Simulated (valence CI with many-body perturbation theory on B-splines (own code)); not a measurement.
**Ni²¹⁺: electric-dipole lines**

Computed by relativistic CI+MBPT: five valence electrons over a frozen Dirac-Fock core [He], a basis of 9 s, 9 p, 8 d, 6 f, 3 g, 1 h functions for each j, with the one-electron correlation potential Σ1 (screened to all orders), the two-electron term Σ2, the three-electron term Σ3, Breit, model QED; selected single and double excitations, second order for the rest (own B-spline code, finite nucleus).

No measured levels were compared; by estimate levels of excited configurations hold to 0.05 to 0.15 % of their energy, terms of the ground configuration to about 0.5 %. Among the levels kept, up to 2100 cm⁻¹ of a level comes from second order outside the variational space, and about a tenth of that is noise between levels of different J, which matters for small intervals.

Lines 51 to 100 of 283 in falling wavelength, among levels below 9541.8 × 10³ cm⁻¹, chosen from the strongest by gf and those to the six lowest levels. Wavelengths and rates use the calculated energies, so an error of 800 cm⁻¹ moves a line at 341.7 Å by 0.27 % and its rate by three times that or more. Electric multipoles are in the length gauge, E1 and E2 with the static RPA response of the core. Weak lines are less certain than strong ones. Lines between different terms over intervals too small for the method are left out, as are lines whose strength nearly cancels. The highest levels of a list are the least certain.

Names give the largest LS component (configuration and term), which can be under half, so a name can repeat, a term be missing and a line seem to break the LS rules; names also repeat where a configuration has a term twice. Letters in brackets count levels of one name in rising energy.

| λ vac (Å) | Upper | Lower | A (s⁻¹) | log gf | Branch % |
| --- | --- | --- | --- | --- | --- |
| 341.7 | 2s²2p²3d ²F_7/2 [b] | 2s²2p²3p ²F°_5/2 | 3.17e+09 | -0.35 | 0.0 |
| 340.2 | 2s²2p²3p ²D°_5/2 [b] | 2s²2p²3s ²D_5/2 | 2.78e+09 | -0.54 | 3.7 |
| 338.8 | 2s²2p²3p ²P°_3/2 [b] | 2s²2p²3s ²S_1/2 | 3.86e+09 | -0.58 | 2.8 |
| 337.2 | 2s²2p²3d ²P_3/2 [a] | 2s²2p²3p ⁴D°_3/2 [b] | 1.01e+09 | -1.16 | 0.0 |
| 334.5 | 2s²2p²3p ²F°_5/2 | 2s²2p²3s ²P_3/2 | 2.96e+09 | -0.53 | 4.5 |
| 333.1 | 2s²2p²3d ²D_3/2 [b] | 2s²2p²3p ²D°_3/2 [b] | 1.87e+09 | -0.91 | 0.0 |
| 332.1 | 2s²2p²3d ⁴P_3/2 | 2s²2p²3p ⁴S°_3/2 | 2.10e+09 | -0.86 | 0.0 |
| 330.5 | 2s²2p²3d ⁴D_3/2 | 2s²2p²3p ⁴P°_1/2 | 2.32e+09 | -0.82 | 0.0 |
| 330.0 | 2s²2p²3d ²F_7/2 [a] | 2s²2p²3p ²D°_5/2 [a] | 2.65e+09 | -0.46 | 15.2 |
| 329.4 | 2s²2p²3d ²D_5/2 [b] | 2s²2p²3p ²D°_3/2 [b] | 1.28e+09 | -0.90 | 0.0 |
| 328.5 | 2s²2p²3d ²F_7/2 [d] | 2s²2p²3p ²D°_5/2 [b] | 3.06e+09 | -0.40 | 0.0 |
| 327.6 | 2s²2p²3p ²D°_3/2 [a] | 2s²2p²3s ⁴P_3/2 | 1.30e+09 | -1.08 | 1.5 |
| 327.1 | 2s²2p²3d ⁴F_5/2 [b] | 2s²2p²3p ⁴D°_3/2 [b] | 2.81e+09 | -0.57 | 0.1 |
| 324.7 | 2s²2p²3d ⁴P_1/2 | 2s²2p²3p ⁴S°_3/2 | 2.72e+09 | -1.07 | 0.0 |
| 315.9 | 2s²2p²3d ⁴F_3/2 | 2s²2p²3p ⁴D°_1/2 | 3.65e+09 | -0.66 | 0.1 |
| 312.6 | 2s²2p²3d ²D_5/2 [a] | 2s²2p²3p ²P°_3/2 [a] | 3.34e+09 | -0.53 | 0.0 |
| 309.7 | 2s²2p²3d ²F_7/2 [d] | 2s²2p²3p ²F°_7/2 | 8.58e+08 | -1.01 | 0.0 |
| 306.4 | 2s²2p²3d ²P_3/2 [a] | 2s²2p²3p ²S°_1/2 | 2.36e+09 | -0.88 | 0.0 |
| 304.1 | 2s²2p²3p ²P°_1/2 [a] | 2s²2p²3s ²P_3/2 | 3.19e+09 | -1.05 | 3.4 |
| 303.4 | 2s²2p²3p ²F°_5/2 | 2s²2p²3s ⁴P_5/2 | 1.44e+09 | -0.92 | 2.2 |
| 297.2 | 2s²2p²3d ⁴D_1/2 | 2s²2p²3p ²S°_1/2 | 2.99e+09 | -1.10 | 0.1 |
| 297.1 | 2s²2p²3d ²P_3/2 [b] | 2s²2p²3p ²P°_1/2 [b] | 1.01e+09 | -1.27 | 0.0 |
| 296.0 | 2s²2p²3p ²P°_3/2 [a] | 2s²2p²3s ²P_1/2 | 1.87e+09 | -1.01 | 1.9 |
| 289.4 | 2s²2p²3d ⁴D_5/2 | 2s²2p²3p ²D°_5/2 [a] | 2.14e+09 | -0.79 | 0.0 |
| 279.3 | 2s2p³3s ⁴S°_3/2 [a] | 2s²2p²3s ²D_3/2 | 3.09e+09 | -0.84 | 0.1 |
| 278.9 | 2s²2p²3d ⁴P_3/2 | 2s²2p²3p ²D°_5/2 [a] | 1.46e+09 | -1.17 | 0.0 |
| 266.7 | 2s²2p²3d ²D_5/2 [c] | 2s2p³3s ⁶S°_5/2 [b] | 1.26e+09 | -1.09 | 0.0 |
| 263.3 | 2s²2p²3p ²P°_1/2 [a] | 2s²2p²3s ²P_1/2 | 2.70e+09 | -1.25 | 2.9 |
| 261.7 | 2s²2p²3d ²D_5/2 [c] | 2s2p³3s ⁶S°_5/2 [a] | 8.22e+08 | -1.30 | 0.0 |
| 261.1 | 2s2p³3s ⁴S°_3/2 [b] | 2s²2p²3s ²D_3/2 | 3.20e+09 | -0.88 | 0.2 |
| 259.4 | 2s²2p²3d ²D_3/2 [a] | 2s²2p²3p ²D°_3/2 [a] | 1.83e+09 | -1.13 | 0.0 |
| 251.7 | 2s2p³3s ⁴S°_3/2 [b] | 2s²2p²3s ²D_5/2 | 2.29e+09 | -1.06 | 0.1 |
| 233.7 | 2s²2p²3p ²P°_3/2 [b] | 2s²2p²3s ²D_3/2 | 1.64e+09 | -1.27 | 1.2 |
| 231.6 | 2s²2p²3p ²D°_5/2 [b] | 2s²2p²3s ²P_3/2 | 2.08e+09 | -1.00 | 2.8 |
| 228.5 | 2s²2p²3p ²P°_1/2 [b] | 2s²2p²3s ²P_3/2 | 3.62e+09 | -1.25 | 1.8 |
| 223.4 | 2s2p⁴ ⁴P_5/2 | 2s²2p³ ²P°_3/2 | 2.40e+07 | -2.97 | 0.2 |
| 217.5 | 2s²2p²3p ²D°_3/2 [b] | 2s²2p²3s ²P_1/2 | 1.90e+09 | -1.27 | 0.8 |
| 206.6 | 2s2p³3p ⁴P_5/2 | 2s²2p²3p ⁴S°_3/2 | 1.77e+09 | -1.17 | 0.0 |
| 184.3 | 2s2p⁴ ⁴P_3/2 | 2s²2p³ ²P°_3/2 | 2.31e+08 | -2.33 | 1.0 |
| 158.9 | 2s2p³3s ⁴D°_7/2 | 2s²2p²3s ²D_5/2 | 2.21e+09 | -1.18 | 0.1 |
| 156.6 | 2s2p⁴ ⁴P_5/2 | 2s²2p³ ²D°_5/2 | 3.96e+08 | -2.06 | 2.7 |
| 150.4 | 2s2p⁴ ⁴P_1/2 | 2s²2p³ ²P°_1/2 | 4.77e+08 | -2.49 | 1.9 |
| 144.9 | 2s2p⁴ ⁴P_5/2 | 2s²2p³ ²D°_3/2 | 1.16e+09 | -1.66 | 7.8 |
| 136.4 | 2s2p⁴ ⁴P_3/2 | 2s²2p³ ²D°_5/2 | 1.17e+08 | -2.89 | 0.5 |
| 128.8 | 2s2p⁴ ²D_3/2 | 2s²2p³ ²P°_3/2 | 4.74e+08 | -2.33 | 0.9 |
| 127.4 | 2s2p⁴ ⁴P_3/2 | 2s²2p³ ²D°_3/2 | 1.89e+08 | -2.73 | 0.9 |
| 126.4 | 2p⁵ ²P°_3/2 | 2s2p⁴ ²P_3/2 | 2.93e+10 | -0.55 | 25.6 |
| 125.3 | 2s2p³3s ⁴D°_7/2 | 2s²2p²3s ⁴P_5/2 | 1.07e+10 | -0.70 | 0.4 |
| 124.5 | 2s2p⁴ ²D_5/2 | 2s²2p³ ²P°_3/2 | 6.10e+09 | -1.07 | 14.7 |
| 124.3 | 2p⁵ ²P°_1/2 | 2s2p⁴ ²P_1/2 | 3.19e+10 | -0.83 | 24.9 |
